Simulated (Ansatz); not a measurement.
`C/C=C\[NH][AlH2]`, charge 0, multiplicity 1.

Problem. Give a relaxed structure at PBE0-D4/def2-TZVP (the Gaussian-basis code of Ansatz). (Best estimate.)

Solution. The calculation gave: 
```xyz
13

C     0.732   -1.918   -0.310
C    -0.622   -1.327   -0.075
C    -0.841   -0.021    0.102
N     0.128    0.970    0.095
Al   -0.086    2.727    0.323
H     0.676   -3.001   -0.429
H     1.418   -1.723    0.523
H     1.205   -1.521   -1.216
H    -1.479   -1.988   -0.045
H    -1.853    0.338    0.268
H     1.056    0.600   -0.062
H    -1.556    3.254    0.566
H     1.224    3.609    0.262
```
Point group Cs.
This is one stationary point; other conformers may exist.
